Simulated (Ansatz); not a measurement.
Start from `[NH2][AlH][SiH](F)[SiH3]` and change one atom or group to get `C[SiH](F)[SiH3]`.

Ansatz, PBE0-D4/def2-TZVP geometries, multiplicity 1. Each molecule was computed in one conformer, which needn't be the lowest.

```json
{"property": "HOMO–LUMO gap (B3LYP/def2-TZVPP) / eV", "`[NH2][AlH][SiH](F)[SiH3]`": "5.52"}
{"property": "HOMO–LUMO gap (PBE/def2-TZVPP) / eV", "`[NH2][AlH][SiH](F)[SiH3]`": "4.06"}
{"property": "HOMO energy (ωB97M-V/def2-TZVPP) / eV", "`[NH2][AlH][SiH](F)[SiH3]`": "-9.22"}
{"property": "size of the dipole moment (B3LYP/def2-TZVPP) / D", "`[NH2][AlH][SiH](F)[SiH3]`": "1.51"}
{"property": "LUMO energy (ωB97M-V/def2-TZVPP) / eV", "`[NH2][AlH][SiH](F)[SiH3]`": "0.24"}
{"property": "LUMO energy (PBE/def2-TZVPP) / eV", "`[NH2][AlH][SiH](F)[SiH3]`": "-2.12"}
```

(1) What does the change do to each property? (Estimate.)

Results:

(1) Ansatz gave: 
```
                                        property  `C[SiH](F)[SiH3]`  shift
           HOMO–LUMO gap (B3LYP/def2-TZVPP) / eV               7.49   1.97
             HOMO–LUMO gap (PBE/def2-TZVPP) / eV               5.80   1.74
           HOMO energy (ωB97M-V/def2-TZVPP) / eV             -10.13  -0.91
size of the dipole moment (B3LYP/def2-TZVPP) / D               1.59   0.08
           LUMO energy (ωB97M-V/def2-TZVPP) / eV               1.56   1.32
               LUMO energy (PBE/def2-TZVPP) / eV              -1.09   1.03
```

With PBE0 the HOMO falls by 0.79 eV and the LUMO rises by 1.18 eV, so the gap widens by about 1.97 eV. PBE moves the HOMO by -0.71 eV and ωB97M-V by -0.91 eV. Dipoles are sizes alone; their direction can turn.

B3LYP here is the variant with VWN-RPA as its local correlation; programs differ in this.
